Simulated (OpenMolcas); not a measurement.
**Nb3+ in KZnF3**

Nb3+ with its 6 nearest fluoride ions at 2.029 Å, on the Zn site of KZnF3 (a = 4.054 Å, distance in the model lattice 2.027 Å). The rest of the host is ab initio model potentials to 7.6 Å, with orthogonalisation functions on the cations behind the ligands, and point charges beyond; the distance is set by hand and nothing relaxes, and no local charge compensation is placed. Ligand basis ANO-RCC-VDZP.
```
Nb    0.0000    0.0000    0.0000
F     2.0290    0.0000    0.0000
F     0.0000    2.0290    0.0000
F    -2.0290    0.0000    0.0000
F     0.0000   -2.0290    0.0000
F     0.0000    0.0000    2.0290
F     0.0000    0.0000   -2.0290
```

```
Program             : OpenMolcas 26.06
Method              : CASSCF
Basis               : ANO-RCC-VTZP [7s6p4d2f1g]
Scalar Hamiltonian  : DKH2, point nucleus
Active space        : 2 electrons in 5 orbitals (4d)
State averaging     : 2S+1 = 3 even, 10 roots; 2S+1 = 1 even, 15 roots
Spin-orbit coupling : state interaction with AMFI integrals over the reference wave functions
```

The lowest spin-free states (labels of O, the rotations of Oh), above the lowest:

```tsv
State	Degeneracy	E (cm-1)
3T1	3	0.0
1E	2	9863
1T2	3	10023
1A1	1	22674
3T2	3	27559
3T1	3	36419
1T2	3	38949
1T1	3	41197
3A2	1	56885
1E	2	68354
1A1	1	81260
```

The lowest levels with spin-orbit coupling:

```json
{"E (cm-1)": "0.0", "Degeneracy": "2", "Label": "E", "2S+1": "3"}
{"E (cm-1)": "19.3", "Degeneracy": "3", "Label": "T2", "2S+1": "3"}
{"E (cm-1)": "756.6", "Degeneracy": "3", "Label": "T1", "2S+1": "3"}
{"E (cm-1)": "1100", "Degeneracy": "1", "Label": "A1", "2S+1": "3"}
{"E (cm-1)": "10281", "Degeneracy": "2", "Label": "E", "2S+1": "1"}
{"E (cm-1)": "10416", "Degeneracy": "3", "Label": "T2", "2S+1": "1"}
{"E (cm-1)": "23075", "Degeneracy": "1", "Label": "A1", "2S+1": "1"}
{"E (cm-1)": "27685", "Degeneracy": "1", "Label": "A2", "2S+1": "3"}
{"E (cm-1)": "27843", "Degeneracy": "3", "Label": "T2", "2S+1": "3"}
{"E (cm-1)": "28121", "Degeneracy": "3", "Label": "T1", "2S+1": "3"}
{"E (cm-1)": "28131", "Degeneracy": "2", "Label": "E", "2S+1": "3"}
{"E (cm-1)": "36432", "Degeneracy": "1", "Label": "A1", "2S+1": "3"}
{"E (cm-1)": "36627", "Degeneracy": "3", "Label": "T1", "2S+1": "3"}
{"E (cm-1)": "36994", "Degeneracy": "3", "Label": "T2", "2S+1": "3"}
{"E (cm-1)": "37072", "Degeneracy": "2", "Label": "E", "2S+1": "3"}
{"E (cm-1)": "39429", "Degeneracy": "3", "Label": "T2", "2S+1": "1"}
{"E (cm-1)": "41634", "Degeneracy": "3", "Label": "T1", "2S+1": "1"}
{"E (cm-1)": "57348", "Degeneracy": "3", "Label": "T2", "2S+1": "3"}
{"E (cm-1)": "68801", "Degeneracy": "2", "Label": "E", "2S+1": "1"}
{"E (cm-1)": "81710", "Degeneracy": "1", "Label": "A1", "2S+1": "1"}
```

Powder χT (cm3 K/mol): 0.0209 at 2 K, 0.0962 at 10 K, 0.189 at 50 K, 0.248 at 100 K, 0.36 at 200 K, 0.468 at 300 K. The effective moment at 300 K is 2.828 √(χT) = 1.93 μB.

The lowest level has 2S+1 = 3, for which the spin-only value is χT = S(S+1) / 2 = 1.000 cm3 K/mol (g = 2). The computed 0.468 at 300 K differs by -0.532, through orbital momentum, spin-orbit coupling and any other state in reach. With a threefold ground state the orbital momentum is unquenched, so the spin-only value is not expected to hold.

Metal share of the active 4d orbitals (Löwdin): 83, 83, 91, 91, 91 %; Mulliken charge of the metal 2.41.

A least-squares ligand-field fit to the states below 45000 cm-1, each weighted by its degeneracy and with a free common offset, gives 10Dq = 29177 cm-1, B = 692 cm-1 and C = 2730 cm-1 (C/B = 3.95), with an rms deviation of 93 cm-1.

The same method and metal basis give the free ion B = 757 cm-1 (fit to its terms below 60000 cm-1, rms deviation 27 cm-1), so the nephelauxetic ratio is β = 692 / 757 = 0.91; it hangs on how both fits weigh the states, and computed free-ion B values tend to be too large, so β mixes covalency with correlation.

An orbital triplet at a regular site is open to Jahn-Teller coupling, which can distort the site and quench the lowest spin-orbit gaps and is left out. Without dynamic correlation the repulsion within the d shell is too large (B by tens of per cent), so at a given field states of lower spin stand too high. The least metal-like active orbital is 83 % on the metal (Löwdin) and no ligand orbital is active, so the numbers are rough. With metal d orbitals alone the field can be off either way by tens of per cent. Ligand-to-metal charge-transfer states are missing. With no ligand orbital active B as a rule stays too high, so bands that hang on it stand too high and its fall with covalency is understated. No measured value stands beside these numbers; the geometry was set by hand and not optimised.

The RASSCF and RASSI steps took 24 s on 1 thread of Arm Neoverse V2, on a shared host; the integral step is not counted.
